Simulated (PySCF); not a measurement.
silylarsine (H₅AsSi), singlet, at a GFN2-xTB geometry; DF-CAMB3LYP/def2-TZVP run with PySCF.

Here is a job for PySCF.
```python
from pyscf import gto, scf, dft

mol = gto.Mole()
mol.atom = '''
    Si   -1.49296222    0.17053097    0.31614310
    As    0.75371282   -0.07592101   -0.21903957
    H    -2.29367511   -0.77990177   -0.46688108
    H    -1.93901103    1.52536083   -0.03432123
    H    -1.81909019   -0.04494677    1.73089424
    H     0.88634284   -1.32044560    0.60966261
    H     1.19438155    0.73789324    0.96294779
'''
mol.basis = 'def2-tzvp'
mol.verbose = 4
mol.build()

mf = dft.RKS(mol)
mf.xc = 'camb3lyp'
mf.grids.prune = dft.gen_grid.sg1_prune
mf = mf.density_fit(auxbasis='def2-universal-jkfit')
mf.kernel()
mf.analyze()
```

Output, abridged:

```
PySCF version 2.14.0

[INPUT] verbose = 4
[INPUT] num. atoms = 7
[INPUT] num. electrons = 52
[INPUT] charge = 0
[INPUT] spin (= nelec alpha-beta = 2S) = 0
[INPUT] symmetry False subgroup None
[INPUT] Mole.unit = angstrom
[INPUT] Symbol           X                Y                Z      unit          X                Y                Z       unit  Magmom
[INPUT]  1 Si    -1.492962220000   0.170530970000   0.316143100000 AA   -2.821289710123   0.322256829056   0.597423875171 Bohr   0.0
[INPUT]  2 As     0.753712820000  -0.075921010000  -0.219039570000 AA    1.424310806374  -0.143469916000  -0.413924797742 Bohr   0.0
[INPUT]  3 H     -2.293675110000  -0.779901770000  -0.466881080000 AA   -4.334417776632  -1.473800749364  -0.882277373941 Bohr   0.0
[INPUT]  4 H     -1.939011030000   1.525360830000  -0.034321230000 AA   -3.664199799211   2.882514209839  -0.064857724958 Bohr   0.0
[INPUT]  5 H     -1.819090190000  -0.044946770000   1.730894240000 AA   -3.437582254983  -0.084937085484   3.270916064187 Bohr   0.0
[INPUT]  6 H      0.886342840000  -1.320445600000   0.609662610000 AA    1.674945220069  -2.495280546387   1.152095361288 Bohr   0.0
[INPUT]  7 H      1.194381550000   0.737893240000   0.962947790000 AA    2.257054017734   1.394416132768   1.819707595355 Bohr   0.0

nuclear repulsion = 167.274031707143
number of shells = 49
number of NR pGTOs = 206
number of NR cGTOs = 115
basis = def2-tzvp
ecp = {}

******** <class 'pyscf.df.df_jk.DFRKS'> ********
method = DFRKS
initial guess = minao
damping factor = 0
level_shift factor = 0
DIIS = <class 'pyscf.scf.diis.CDIIS'>
diis_start_cycle = 1
diis_space = 8
diis_damp = 0
SCF conv_tol = 1e-09
SCF conv_tol_grad = None
SCF max_cycles = 50
direct_scf = False
XC library pyscf.dft.libxc version 7.1.2
    S. Lehtola, C. Steigemann, M. J. T. Oliveira, and M. A. L. Marques,  SoftwareX 7, 1–5 (2018)
XC functionals = camb3lyp
    T. Yanai, D. P. Tew, and N. C. Handy,  Chem. Phys. Lett. 393, 51 (2004)
radial grids:
    Treutler-Ahlrichs [JCP 102, 346 (1995); DOI:10.1063/1.469408] (M4) radial grids

becke partition: Becke, JCP 88, 2547 (1988); DOI:10.1063/1.454033
pruning grids: <function sg1_prune>
grids dens level: 3
symmetrized grids: False
atomic radii adjust function: <function treutler_atomic_radii_adjust>
small_rho_cutoff = 0
Set gradient conv threshold to 3.16228e-05
Initial guess from minao.
Traceback (most recent call last):
  File "input.py", line 21, in <module>
  File "<string>", line 2, in kernel
  File "site-packages/pyscf/scf/hf.py", line 2099, in scf
  File "site-packages/pyscf/scf/hf.py", line 132, in kernel
  File "site-packages/pyscf/dft/rks.py", line 70, in get_veff
  File "site-packages/pyscf/dft/rks.py", line 506, in initialize_grids
  File "site-packages/pyscf/dft/gen_grid.py", line 653, in build
  File "<string>", line 6, in gen_atomic_grids
  File "site-packages/pyscf/dft/gen_grid.py", line 318, in gen_atomic_grids
  File "site-packages/pyscf/dft/gen_grid.py", line 81, in sg1_prune
IndexError: index 33 is out of bounds for axis 0 with size 19
```

The program refused the input.
